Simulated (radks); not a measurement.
The numbers below are computed, except where a source is named.
Fe3+, configuration [Ar] 3d5. Code: a radial shooting solver on a logarithmic mesh with Libxc functionals. Model: Dirac Kohn-Sham, PBE, spin-unpolarised, spherical densities, finite nucleus; open shells fill j = l - 1/2 first; Fermi nuclear charge, rms radius 3.7377 fm. Some entries of the table are withheld. Estimate them.

orbital  occ.  eigenvalue (Ry)  <r> (bohr)  <1/r> (bohr^-1)
1s1/2       2        -517.0837     0.05845            25.98
2s1/2       2        -63.03016      0.2667              (1)
2p1/2       2              (2)      0.2334              (3)
2p3/2       4              (4)      0.2365              (5)
3s1/2       2         -9.63530      0.8043            1.763
3p1/2       2         -7.19966      0.8392              (6)
3p3/2       4         -7.08355      0.8479              (7)
3d3/2       4         -3.18088         (8)              (9)
3d5/2       1         -3.16782        (10)             (11)

Answer. 
(1) 2s1/2 <1/r> (bohr^-1): 5.580
(2) 2p1/2 eigenvalue (Ry): -54.73048
(3) 2p1/2 <1/r> (bohr^-1): 5.526
(4) 2p3/2 eigenvalue (Ry): -53.81323
(5) 2p3/2 <1/r> (bohr^-1): 5.427
(6) 3p1/2 <1/r> (bohr^-1): 1.641
(7) 3p3/2 <1/r> (bohr^-1): 1.619
(8) 3d3/2 <r> (bohr): 0.9879
(9) 3d3/2 <1/r> (bohr^-1): 1.314
(10) 3d5/2 <r> (bohr): 0.9914
(11) 3d5/2 <1/r> (bohr^-1): 1.309
